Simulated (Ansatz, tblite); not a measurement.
Cost and result up the ladder for Cu2Te⁻ (3 atoms). The state is a doublet with charge -1. Geometry: PBE0-D4/def2-TZVPD.

```csv
atom,x (Å),y (Å),z (Å)
Cu1,0.2864,-0.7423,-1.1655
Cu2,0.7631,1.1585,0.2589
Te3,-1.0495,-0.4163,0.9066
```

Ansatz on 2 threads of Arm Neoverse V1 on a shared host; xTB runs through tblite on one thread. Times are rough, summed over both states, and most runs start from the orbitals of an earlier one. PBE0-D4/def2-TZVPD serves as the yardstick here, not as an exact answer. The other state is a singlet.

In the def2 sets Te takes a core potential; there is no spin–orbit coupling. The xTB rows come from tblite. The structure comes from a short search, and lower isomers may exist.

Raw xTB energies of ions are shifted by several eV, and xTB has no spin-polarisation term.

| level | functions | wall time | vertical IE (eV) | difference from PBE0-D4/def2-TZVPD (eV) | remarks |
| --- | --- | --- | --- | --- | --- |
| GFN1-xTB | 27 | 0.006 s | 5.93 | 4.51 | – |
| GFN2-xTB | 27 | 0.006 s | 3.47 | 2.06 | – |
| PBE-D4/def2-TZVPD (with forces) | 155 | 10 s | 1.50 | 0.08 | HOMO above zero (-1 doublet) |
| PBE0-D4/def2-TZVPD | 155 | 19 s | 1.41 | 0.00 | HOMO above zero (-1 doublet) |
| r2SCAN-D4/def2-TZVPD | 155 | 21 s | 1.53 | 0.12 | HOMO above zero (-1 doublet) |
